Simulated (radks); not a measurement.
Species: C. Configuration: [He] 2s2 2p2. Method: scalar-relativistic Kohn-Sham, r2SCAN, spin-polarised, spherical densities, finite nucleus; open shells are filled with parallel spins first; meta-GGA in the generalised Kohn-Sham scheme; Fermi nuclear charge, rms radius 2.4702 fm; computed with a radial shooting solver on a logarithmic mesh with Libxc functionals.

Normalised radial functions P(r) = r R(r), r in bohr:

r	2s down	2p down
0.01434	0.0781	0.0012
0.01779	0.0949	0.0018
0.02208	0.1147	0.0027
0.02741	0.1377	0.0041
0.03374	0.1630	0.0061
0.04188	0.1922	0.0091
0.05198	0.2238	0.0137
0.06451	0.2564	0.0203
0.08006	0.2876	0.0299
0.09857	0.3129	0.0430
0.1223	0.3296	0.0621
0.1518	0.3302	0.0882
0.1884	0.3071	0.1234
0.2339	0.2527	0.1691
0.2903	0.1611	0.2263
0.3574	0.0358	0.2918
0.4435	-0.1270	0.3675
0.5505	-0.3163	0.4522
0.6832	-0.5100	0.5382
0.8479	-0.6742	0.6120
1.052	-0.7781	0.6645
1.296	-0.8015	0.6829
1.608	-0.7402	0.6606
1.996	-0.6096	0.5964
2.477	-0.4437	0.4978
3.074	-0.2810	0.3772
3.815	-0.1515	0.2517
4.697	-0.0695	0.1469
5.83	-0.0247	0.0704
7.236	-0.0067	0.0295

2s down: eigenvalue -11.947 eV, 1 radial node at r = 0.376 bohr, <r> = 1.62 bohr, 90 % of the charge inside 2.61 bohr. 2p down (empty): eigenvalue -2.971 eV, 0 radial nodes, <r> = 1.89 bohr, 90 % of the charge inside 3.26 bohr.
